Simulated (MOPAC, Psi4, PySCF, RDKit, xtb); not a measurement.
Two geometries of H4ClFSi2, SMILES [SiH2]([SiH2]Cl)F, relaxed at B3LYP-D3(BJ)/def2-SVP with one dihedral held; other torsions can differ between them too.

Structure A

```
8

F      1.7787    -1.3897     0.4453
Si     1.1948     0.0225    -0.1346
Si    -1.1463     0.0224     0.1023
Cl    -1.6840     2.0268     0.3601
H      1.6121     0.1620    -1.5575
H      1.7711     1.1283     0.6781
H     -1.5644    -0.7395     1.3114
H     -1.8578    -0.5187    -1.0886
```

Structure B

```
8

F      1.7876    -1.4272     0.4614
Si     1.1683    -0.0278    -0.1137
Si    -1.1615    -0.0437     0.1356
Cl    -1.7507     1.8043    -0.6476
H      1.5307     0.0932    -1.5526
H      1.7580     1.1023     0.6559
H     -1.5951    -0.1247     1.5576
H     -1.8238    -1.1301    -0.6374
```

Q: Which is lower in energy at the level DF-MP2 (frozen core)/cc-pVTZ // B3LYP-D3(BJ)/def2-SVP run with Psi4, and by how much?

A: B is lower, by 2.26 kJ/mol (dihedral F1–Si2–Si3–Cl4: 150° in A, 180° in B).

E(B) − E(A) in kJ/mol at the other levels, on the same two geometries: MMFF94 // B3LYP-D3(BJ)/def2-SVP (RDKit) -1.70; PBE/def2-TZVP // B3LYP-D3(BJ)/def2-SVP (Psi4) -2.03; PBE-D3(BJ)/def2-TZVP // B3LYP-D3(BJ)/def2-SVP (Psi4) -2.11; M06-2X/def2-TZVP // B3LYP-D3(BJ)/def2-SVP (Psi4) -2.19; HF/cc-pVTZ // B3LYP-D3(BJ)/def2-SVP (Psi4) -1.81; UFF // B3LYP-D3(BJ)/def2-SVP (RDKit) -2.56; PM6, restricted, heats of formation // B3LYP-D3(BJ)/def2-SVP (MOPAC) -2.53; PM3, restricted, heats of formation // B3LYP-D3(BJ)/def2-SVP (MOPAC) 1.28; GFN1-xTB // B3LYP-D3(BJ)/def2-SVP (xtb) -1.27; restricted B3LYP/6-31G*, spherical d // B3LYP-D3(BJ)/def2-SVP (PySCF) -2.33; restricted B3LYP/LANL2DZ, with its core potentials past Ne // B3LYP-D3(BJ)/def2-SVP (PySCF) -2.01; restricted B3LYP/6-311+G**, spherical d, density fitting // B3LYP-D3(BJ)/def2-SVP (PySCF) -1.82; restricted BP86/6-31G*, spherical d // B3LYP-D3(BJ)/def2-SVP (PySCF) -2.35.

MMFF94 has few fitted parameters for silicon.
